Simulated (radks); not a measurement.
Coulomb parameter of the 4d shell of the palladium ion Pd+ in the model configuration [Kr] 4d7 5p2, as a second difference U = [E(n + 1) + E(n - 1) - 2 E(n)] / (1)^2 with all orbitals relaxed. "Bare": the charge of the atom changes with n. "Screened": the 5p shell takes up the change at fixed total charge, which measures U(4d,4d) + U(5p,5p) - 2 U(4d,5p). Calculated with a radial shooting solver on a logarithmic mesh with Libxc functionals: scalar-relativistic Kohn-Sham, PBE, spin-unpolarised, spherical densities, finite nucleus; Fermi nuclear charge, rms radius 4.5318 fm.

| case | configuration | E - E(n) (eV) |
|---|---|---|
| start | [Kr] 4d7 5p2 | 0.000 |
| bare +1 | [Kr] 4d8 5p2 | -18.308 |
| bare -1 | [Kr] 4d6 5p2 | 30.724 |
| screened +1 | [Kr] 4d8 5p1 | -13.046 |
| screened -1 | [Kr] 4d6 5p3 | 16.414 |

U(bare) = 12.416 eV, U(screened by 5p) = 3.368 eV, against the Slater integral F0(4d,4d) = 18.526 eV with frozen orbitals.
